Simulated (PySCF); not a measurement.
Dipole response of O⁺ (oxygen, charge +1)

[He] 2s2 2p3, high-spin 4S determinant. All numbers are calculated (PySCF 2.14, no relativity, point nucleus, in aug-cc-pVTZ (5s4p3d2f, 46 functions)). Coupled (time-dependent) response in atomic units; α is the mean over directions.

```json
{"method": "UHF", "mean α (bohr³)": "2.639", "C₆ (like pair)": "5.002", "S(−4)": "4.984"}
{"method": "PBE", "mean α (bohr³)": "2.692", "C₆ (like pair)": "5.345", "S(−4)": "4.296"}
{"method": "PBE0", "mean α (bohr³)": "2.644", "C₆ (like pair)": "5.186", "S(−4)": "4.269"}
{"method": "wB97M-V", "mean α (bohr³)": "2.603", "C₆ (like pair)": "5.160", "S(−4)": "3.767"}
{"method": "B3LYP", "mean α (bohr³)": "2.616", "C₆ (like pair)": "5.145", "S(−4)": "3.995"}
```

S(−4) is the Cauchy moment in α(ω) = α(0) + S(−4) ω² + …

α(iu) at wB97M-V:

```csv
u (hartree),α(iu) (bohr³)
0,2.603
0.0500,2.594
0.100,2.566
0.200,2.465
0.300,2.321
0.500,1.988
0.750,1.605
1.00,1.298
1.50,0.8792
2.00,0.6265
3.00,0.3592
5.00,0.1605
```

For an ion, C₆ is the dispersion term alone; charge-induced terms of lower order in 1/R come first.
